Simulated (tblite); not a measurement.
Compound: C₃H₁₁OPSi₃.
SMILES with atom numbers: `[CH2:1]=[CH:2][SiH2:3][P:4]([SiH3:5])[SiH2:6][CH:7]=[O:8]` (hydrogens: H9, H10 on C1; H11 on C2; H12, H13 on Si3; H14, H15, H16 on Si5; H17, H18 on Si6; H19 on C7)

Computed with GFN2-xTB (tblite), gas phase: L-BFGS steps from a force-field or distance-geometry start until the largest atomic force falls under 0.01 eV/Å.

Step 24: E = -645.7274 eV
```
atom  x, y, z in Å  |  force x, y, z in eV/Å
C1      3.2142   -1.1913   -0.5368    0.011   0.016   0.002
C2      2.1741   -1.1210   -1.3527   -0.025   0.042   0.011
Si3     0.3709   -1.0946   -0.8036   -0.057   0.033   0.027
P4     -0.2047    1.0981   -0.7644    0.039  -0.069   0.031
Si5     0.3933    1.6181    1.3240    0.009   0.022  -0.004
Si6    -2.4165    0.9804   -0.5801    0.000   0.007  -0.024
C7     -2.8194   -0.1828    0.8866   -0.022  -0.025  -0.002
O8     -2.4972   -1.3455    0.9002    0.043  -0.011  -0.014
H9      4.2327   -1.1684   -0.8939    0.016  -0.012  -0.002
H10     3.0976   -1.2731    0.5321   -0.023  -0.018   0.000
H11     2.3640   -1.0338   -2.4159   -0.003   0.004  -0.006
H12     0.2414   -1.7122    0.5174   -0.012   0.000  -0.010
H13    -0.4762   -1.7480   -1.8041    0.003   0.014   0.001
H14    -0.1956    0.7309    2.3346    0.032   0.011  -0.024
H15     1.8520    1.5328    1.3788   -0.023  -0.002  -0.002
H16    -0.0608    2.9861    1.5765   -0.003  -0.013  -0.008
H17    -2.9717    0.3928   -1.7959    0.010  -0.010  -0.014
H18    -2.9959    2.2943   -0.2949    0.022  -0.011   0.009
H19    -3.3117    0.2465    1.7846   -0.018   0.021   0.028
```

Step 25: E = -645.7280 eV
```
atom  x, y, z in Å  |  force x, y, z in eV/Å
C1      3.2129   -1.1918   -0.5364   -0.003   0.019  -0.005
C2      2.1725   -1.1205   -1.3522   -0.031   0.049   0.011
Si3     0.3681   -1.0949   -0.8020   -0.011  -0.008   0.012
P4     -0.2053    1.0939   -0.7597    0.020  -0.029  -0.001
Si5     0.3944    1.6190    1.3246    0.011   0.018   0.023
Si6    -2.4178    0.9810   -0.5805    0.002   0.003  -0.030
C7     -2.8188   -0.1838    0.8852   -0.013  -0.028  -0.002
O8     -2.4922   -1.3453    0.9006    0.039  -0.004  -0.019
H9      4.2312   -1.1689   -0.8938    0.016  -0.011   0.001
H10     3.0956   -1.2738    0.5324   -0.019  -0.022   0.002
H11     2.3633   -1.0308   -2.4155   -0.012  -0.001   0.008
H12     0.2427   -1.7167    0.5171   -0.017  -0.001  -0.006
H13    -0.4754   -1.7476   -1.8060   -0.002   0.016   0.005
H14    -0.1916    0.7335    2.3384    0.031   0.009  -0.024
H15     1.8529    1.5339    1.3771   -0.018   0.000  -0.002
H16    -0.0618    2.9863    1.5760   -0.002  -0.009  -0.010
H17    -2.9722    0.3946   -1.7971    0.011  -0.012  -0.016
H18    -2.9972    2.2955   -0.2983    0.024  -0.012   0.015
H19    -3.3111    0.2455    1.7827   -0.027   0.022   0.039
```

Step 26: E = -645.7284 eV
```
atom  x, y, z in Å  |  force x, y, z in eV/Å
C1      3.2120   -1.1917   -0.5362   -0.013   0.018  -0.008
C2      2.1711   -1.1191   -1.3516   -0.022   0.046   0.009
Si3     0.3659   -1.0950   -0.8007    0.024  -0.035  -0.001
P4     -0.2052    1.0907   -0.7568    0.001   0.008  -0.018
Si5     0.3953    1.6199    1.3251    0.008   0.011   0.028
Si6    -2.4184    0.9812   -0.5811    0.004  -0.007  -0.023
C7     -2.8188   -0.1848    0.8845   -0.005  -0.017   0.000
O8     -2.4885   -1.3453    0.9005    0.030   0.008  -0.015
H9      4.2306   -1.1696   -0.8938    0.006  -0.009   0.005
H10     3.0941   -1.2746    0.5326   -0.013  -0.021  -0.002
H11     2.3625   -1.0289   -2.4151   -0.019  -0.001   0.018
H12     0.2432   -1.7192    0.5169   -0.021  -0.005   0.002
H13    -0.4749   -1.7469   -1.8072   -0.008   0.014   0.005
H14    -0.1886    0.7352    2.3399    0.026   0.003  -0.015
H15     1.8531    1.5345    1.3761   -0.005   0.002  -0.001
H16    -0.0625    2.9862    1.5754   -0.004   0.001  -0.010
H17    -2.9721    0.3954   -1.7982    0.011  -0.014  -0.019
H18    -2.9972    2.2959   -0.3000    0.023  -0.009   0.017
H19    -3.3112    0.2453    1.7821   -0.023   0.007   0.029
```

**Question.** Estimate the geometry and energy of step 27. (The exact step hangs on the optimiser's Hessian estimate; all steps are aligned on step 26, rigid shifts and turns removed.)

**Answer.** E = -645.7288 eV, largest force 0.057 eV/Å
```
atom  x, y, z in Å  |  force x, y, z in eV/Å
C1      3.2110   -1.1912   -0.5362   -0.015   0.013  -0.005
C2      2.1695   -1.1169   -1.3508   -0.005   0.034   0.006
Si3     0.3645   -1.0955   -0.7995    0.038  -0.042  -0.007
P4     -0.2049    1.0883   -0.7549   -0.012   0.032  -0.022
Si5     0.3961    1.6208    1.3258    0.003   0.004   0.014
Si6    -2.4186    0.9811   -0.5819    0.005  -0.018  -0.010
C7     -2.8190   -0.1860    0.8841    0.001   0.000   0.001
O8     -2.4850   -1.3455    0.9003    0.018   0.021  -0.007
H9      4.2300   -1.1705   -0.8938   -0.007  -0.006   0.008
H10     3.0926   -1.2755    0.5327   -0.008  -0.019  -0.007
H11     2.3613   -1.0273   -2.4144   -0.023   0.003   0.019
H12     0.2431   -1.7211    0.5169   -0.023  -0.010   0.011
H13    -0.4745   -1.7459   -1.8080   -0.013   0.010   0.003
H14    -0.1859    0.7364    2.3406    0.018  -0.007  -0.002
H15     1.8531    1.5350    1.3753    0.010   0.005   0.000
H16    -0.0633    2.9861    1.5746   -0.006   0.013  -0.008
H17    -2.9716    0.3959   -1.7994    0.010  -0.015  -0.022
H18    -2.9965    2.2959   -0.3011    0.022  -0.006   0.019
H19    -3.3118    0.2452    1.7823   -0.013  -0.013   0.009
```

The energy changes by -0.0004 eV. The first-order estimate −F·Δx gives -0.0005 eV and the mean of the old and new forces, exact on a quadratic surface, -0.0004 eV. The step makes an angle of 61° with the force vector and moves no atom by more than 0.004 Å.

The cost below is that of the whole relaxation. The run took 1.7 s wall on one thread of an Arm Neoverse V2, shared host.
